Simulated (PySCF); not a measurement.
Estimate the missing entries of this data sheet.

C₂H₁₁BN₂.
Structure used (PBE0-D3(BJ)/def2-SVP), in Å, numbered top down from 1:
```xyz
16
C2H11BN2 angstrom
B      2.274    0.218    0.068
N      0.709    0.069    0.486
C     -0.160   -0.561   -0.515
C     -1.636   -0.546   -0.131
N     -2.229    0.750    0.099
H      2.283    0.936   -0.927
H      2.670   -0.920   -0.158
H      2.822    0.735    1.035
H      0.349    1.004    0.692
H      0.662   -0.450    1.365
H      0.207   -1.586   -0.673
H      0.006   -0.017   -1.458
H     -2.193   -1.060   -0.932
H     -1.791   -1.162    0.773
H     -1.918    1.196    0.957
H     -2.081    1.393   -0.676
```

```json
{"property": "point group", "level": "PBE0-D3(BJ)/def2-SVP", "value": "?"}
{"property": "rotational constants A, B, C", "level": "PBE0-D3(BJ)/def2-SVP", "value": "11.525, 2.381, 2.184 GHz"}
{"property": "dipole moment", "level": "PBE0/def2-SVPD", "value": "4.65 D"}
{"property": "HOMO energy", "level": "PBE0/def2-SVPD", "value": "-7.49 eV"}
{"property": "LUMO energy", "level": "PBE0/def2-SVPD", "value": "-0.19 eV"}
{"property": "lowest singlet excitation", "level": "TDDFT PBE0/def2-SVPD", "value": "6.09 eV (204 nm, f = 0.034)"}
{"property": "lowest triplet excitation (Tamm–Dancoff)", "level": "TDA PBE0/def2-SVPD", "value": "5.80 eV"}
{"property": "static isotropic polarisability", "level": "PBE0/def2-SVPD", "value": "64.0 au"}
{"property": "vertical ionisation energy", "level": "ΔSCF PBE0/def2-SVPD", "value": "?"}
{"property": "electronic spatial extent ⟨r²⟩ about the centre of nuclear charge", "level": "PBE0/def2-SVPD", "value": "621 bohr²"}
{"property": "13C chemical shifts (computed TMS as zero) by class", "level": "GIAO CAM-B3LYP/pcSseg-2", "value": "?"}
{"property": "1H chemical shifts (computed TMS as zero) by class", "level": "GIAO CAM-B3LYP/pcSseg-2", "value": "2.73 (H9/H10), 2.72 (H13/H14), 2.61 (H11/H12), 2.00 (H6/H7/H8), 0.40 (H15/H16) ppm"}
{"property": "isotropic shieldings of nuclei other than C and H, by class", "level": "GIAO CAM-B3LYP/pcSseg-2", "value": "120 (B1), 210 (N2), 238 (N5) ppm"}
{"property": "largest of the computed one-bond spin–spin couplings (means over like bonds)", "level": "B3LYP/pcJ-1, spin–dipole term left out for some pairs", "value": "?"}
{"property": "core binding energies", "level": "ΔSCF SCAN, pcX-2 on the ionised atom, pcseg-1 elsewhere, spin-free X2C", "value": "B1s 193.6 (B1), C1s 292.2 (C3), C1s 292.4 (C4), N1s 405.8 (N5), N1s 407.4 (N2) eV"}
```

Electronic properties: PySCF, gas phase, density fitting. One conformer (not necessarily the lowest) at the PBE0-D3(BJ)/def2-SVP geometry, without solvent or vibrations. NMR classes are plain means over equivalent atoms (diastereotopic ones count apart unless rotation or inversion swaps them), as if these changed places fast; in this geometry the members of some classes differ.

(1) What are the largest of the computed one-bond spin–spin couplings (means over like bonds)?

(2) What is the vertical ionisation energy?

(3) What are the 13C chemical shifts (computed TMS as zero) by class?

(4) Give the point group.

## Answers

(1) 13C–1H +145.5 (C3–H11 and 1 like it), 13C–1H +139.4 (C4–H13 and 1 like it), 11B–1H +109.9 (B1–H6 and 2 like it), 15N–1H -71.9 (N5–H15 and 1 like it), 15N–1H -70.5 (N2–H9 and 1 like it), 13C–13C +34.6 (C3–C4), 15N–13C -6.6 (N2–C3), 15N–13C -5.8 (N5–C4) Hz.

(2) 9.41 eV.

(3) 58.2 (C3), 46.8 (C4) ppm.

(4) C1.

The polarisability is 9.49 Å³ as a volume (1 au = 0.148185 Å³), or 1.52 au for each of the 42 electrons. A dipole of 4.65 D is allowed in C1, and pure rotational transitions are dipole-allowed. The principal polarisabilities are 58.2, 61.8 and 72.1 au; their mean is the isotropic value.
